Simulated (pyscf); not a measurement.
Optimised with ωB97X-D3(BJ)/def2-SVP in PySCF. MP2 and CC: frozen core, UHF for open shells. ΔMP2 is the change of the MP2 total energy from the triple- to the quadruple-zeta basis.

Problem. What is the homolytic dissociation enthalpy (298 K, CCSD(T)/def2-TZVPP + ΔMP2(QZVPP)) of the Se–Se bond of H₃C–Se–SeH (SMILES C[Se][SeH]), to H₃C–Se• + SeH•?

Solution. Se–Se to H₃C–Se• + SeH•: 56.1 kcal/mol. Other isomers of H₃C–Se• were not searched in full and may lie lower. The CCSD(T) − MP2 part came from Ansatz, without density fitting, on the same reference. The frozen core leaves the outer d or s,p core shells of the metals and heavy elements correlated in the MP2 and CC values, and def2-TZVPP describes them poorly, which can shift differences by a few kcal/mol. Left out: the spin-orbit lowering of SeH, which is large for Br, Se, Te and I. Elements up to Kr have no core potential and no relativistic terms here.
